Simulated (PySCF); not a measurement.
**Spin-rotation constants: `[OH2]->[Co+3](<-[OH2])(<-[OH2])(<-[OH2])(<-[OH2])<-[OH2]`, [CoH12O6]3+, charge +3**

Geometry (Å), atoms numbered from 1 in this order:
```xyz
19

Co   -0.0032    0.0017    0.0026
O     0.0579    0.0230    1.9175
H    -0.6033    0.4561    2.4782
H     0.9153    0.1264    2.3600
O    -0.0965   -0.0566   -1.9066
H     0.4258   -0.6733   -2.4418
H    -0.1271    0.7820   -2.3948
O     1.9091    0.0853   -0.0015
H     2.4235    0.7276   -0.5139
H     2.4069   -0.7482   -0.0158
O    -1.9191   -0.0524    0.0388
H    -2.4329   -0.5300    0.7078
H    -2.4019   -0.1382   -0.7988
O    -0.1097    1.9073   -0.1149
H     0.5388    2.4973    0.2982
H    -0.9753    2.3402   -0.0410
O     0.1479   -1.9030    0.0740
H    -0.2552   -2.4925   -0.5805
H     0.0990   -2.3529    0.9325
```

Total charge +3.

Method used: GIAO KT2/def2-SVP (def2-TZVP on Co) magnetisability, rotational g tensor and spin-rotation constants, non-relativistic, gas phase in PySCF 2.14.0. Geometry: GFN2-xTB.

For an ion the centre-of-mass motion in the field is neglected.

(1) Give the nuclear spin-rotation constants along the inertial axes (H = +C I·J) beside the isotropic shieldings.

Answers

(1) Rotational constants 1.7991, 1.7444, 1.7406 GHz. A star marks the isotopologue with that one atom substituted, in its own axes.
```csv
atom,isotope,Caa (kHz),Cbb (kHz),Ccc (kHz),mean (kHz),σ (ppm)
Co1,59Co,38.445,35.984,35.934,36.788,-12341.8
H3,1H,-0.340,-0.088,-0.239,-0.222,28.2
H4,1H,-0.126,-0.317,-0.221,-0.221,28.3
H6,1H,-0.341,-0.127,-0.202,-0.223,28.2
H7,1H,-0.127,-0.207,-0.329,-0.221,28.2
H9,1H,-0.339,-0.033,-0.296,-0.223,28.2
H10,1H,-0.123,-0.220,-0.322,-0.222,28.3
H12,1H,-0.338,-0.007,-0.322,-0.222,28.2
H13,1H,-0.121,-0.294,-0.250,-0.221,28.3
H15,1H,-0.341,-0.347,0.020,-0.223,28.2
H16,1H,-0.135,-0.305,-0.222,-0.221,28.2
H18,1H,-0.342,-0.365,0.036,-0.223,28.2
H19,1H,-0.146,-0.261,-0.255,-0.221,28.2
O2,17O*,-0.013,0.030,-0.015,0.001,386.8
```
For the geometry as given, no vibrational averaging.
